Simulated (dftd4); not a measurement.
C2H2F, charge -1, singlet, geometry from GFN2-xTB; D4 for pbe in dftd4.

Input for dftd4:
```
$ dftd4 mol.xyz --func pbe --charge -1 --json dftd4.json --noedisp

# file mol.xyz
5

C      0.12287813     0.40730308    -0.00331883
C      1.24949282    -0.26376349    -0.03891045
F     -1.12740689    -0.31305432     0.03446280
H     -0.19677651     1.48659008     0.00782128
H      2.10921281     0.46966118    -0.06461080
```

Q: What does dftd4 print? Leave out banner, timings and long lists.

A: 
```
                    ____  _____ _____     ____  _  _
      -------------|  _ \|  ___|_   _|---|  _ \| || |------------
     |             | | | | |_    | | ___ | | | | || |_           |
     |             | |_| |  _|   | ||___|| |_| |__   _|          |
     |             |____/|_|     |_|     |____/   |_|            |
     |             ===================================           |
     |            E. Caldeweyher, S. Ehlert & S. Grimme          |
     |          Mulliken Center for Theoretical Chemistry        |
     |                    University of Bonn                     |
      -----------------------------------------------------------

Rational (Becke-Johnson) damping: pbe-D4-ATM
---------------------
  s6         1.0000
  s8         0.9595
  s9         1.0000
  a1         0.3857
  a2         4.8069
 alp        16.0000
--------------------

Dispersion energy:      -2.3958358582709E-03 Eh

[Info] JSON dump of results written to 'dftd4.json'
```
